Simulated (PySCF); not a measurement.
Task: What does the GFN2-xTB structure of protonated cyanoacetylene cation, `C#CC#[NH+]` look like in three dimensions? (Charge +1.)

Result: 
```xyz
6
C3H2N angstrom
C      1.3511    0.8560   -0.8080
C      0.4666    0.2948   -0.1972
C     -0.5102   -0.3230    0.4764
N     -1.3489   -0.8547    1.0579
H      2.1254    1.3476   -1.3414
H     -2.0809   -1.3188    1.5638
```

Orientation and origin are arbitrary. Atoms count from 1 in this order. The 2 C–C bonds span 1.213 Å (C1≡C2, drawn triple) to 1.338 Å (C2–C3, drawn single), a spread of 0.125 Å.

Bonds between heavy atoms (Å): C1≡C2 1.213, C2–C3 1.338, C3≡N4 1.151.

The geometry is computed with GFN2-xTB (gas phase).

Point group: C∞v (tolerance 0.08 Å). Stationary, but not proved a minimum.


Write Cartesian coordinates for Ni(PH3)2, `[PH3]->[Ni]<-[PH3]` as optimised with PBE0-D3(BJ)/def2-SVP. (Singlet state.)

```xyz
9
H6NiP2 angstrom
Ni     0.5208    0.1614    0.0006
P      0.0961    0.0187    2.0122
H      0.6405   -0.9906    2.8696
H     -1.2632   -0.2388    2.3677
H      0.2700    1.0723    2.9676
P      0.1014    0.0417   -2.0143
H      0.9883    0.2653   -3.1192
H     -0.9433    0.8572   -2.5501
H     -0.4106   -1.1871   -2.5342
```

Any rigid rotation of these coordinates is as good. Atoms count from 1 in this order. P2 (phosphorus bonded to Ni and 3 H) has angles from 94.2° to 125.1°.

Bonds between heavy atoms (Å): Ni1–P2 2.061, Ni1–P6 2.062.

Theory: PySCF, PBE0-D3(BJ)/def2-SVP geometry optimisation, gas phase.

Point group: near Cs, missed by 0.18 Å at most; the miss may be what the optimiser left on a soft mode. Whether it is a minimum is left open (no frequencies).
